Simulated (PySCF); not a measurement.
Species: CH4BBr.
SMILES: `CBBr`

Method used: EOM-EE-CCSD/aug-cc-pVDZ in PySCF, restricted Hartree–Fock reference, 11 core orbitals frozen, non-relativistic, gas phase, PBE0-D3(BJ)/def2-SVP geometry.

**Question.** What does EOM-EE-CCSD give for the lowest vertical excitations?

**Answer.** 
```json
{"state": "singlet 1", "E (eV)": "5.29", "Eh": "0.1944", "main singles (HF orbitals, share of the singles part)": "HOMO→LUMO+4 40 %, HOMO→LUMO+7 39 %, HOMO→LUMO+1 12 %"}
{"state": "singlet 2", "E (eV)": "6.79", "Eh": "0.2495", "main singles (HF orbitals, share of the singles part)": "HOMO-1→LUMO+4 40 %, HOMO-1→LUMO+7 40 %, HOMO-1→LUMO+1 12 %"}
{"state": "singlet 3", "E (eV)": "7.06", "Eh": "0.2595", "main singles (HF orbitals, share of the singles part)": "HOMO-2→LUMO+4 40 %, HOMO-2→LUMO+7 40 %, HOMO-2→LUMO+1 11 %"}
{"state": "singlet 4", "E (eV)": "7.41", "Eh": "0.2724", "main singles (HF orbitals, share of the singles part)": "HOMO→LUMO 42 %, HOMO→LUMO+3 30 %"}
{"state": "triplet 1", "E (eV)": "5.10", "Eh": "0.1873", "main singles (HF orbitals, share of the singles part)": "HOMO→LUMO+4 39 %, HOMO→LUMO+7 37 %, HOMO→LUMO+1 11 %"}
{"state": "triplet 2", "E (eV)": "5.90", "Eh": "0.2168", "main singles (HF orbitals, share of the singles part)": "HOMO-1→LUMO+4 41 %, HOMO-1→LUMO+7 39 %, HOMO-1→LUMO+1 12 %"}
```

**Question.** What is the vertical gap between the lowest excited singlet and the lowest triplet?

**Answer.** 5.29 − 5.10 = 0.19 eV (18 kJ/mol).

The first EOM-IP-CCSD ionisation energy is 10.40 eV, 2.99 eV above the highest singlet listed and 5.11 eV above the lowest.

T1 diagnostic 0.010. EOM-CCSD puts states of mainly double-excitation character too high. An iterative search for so few roots can pass over a low state.
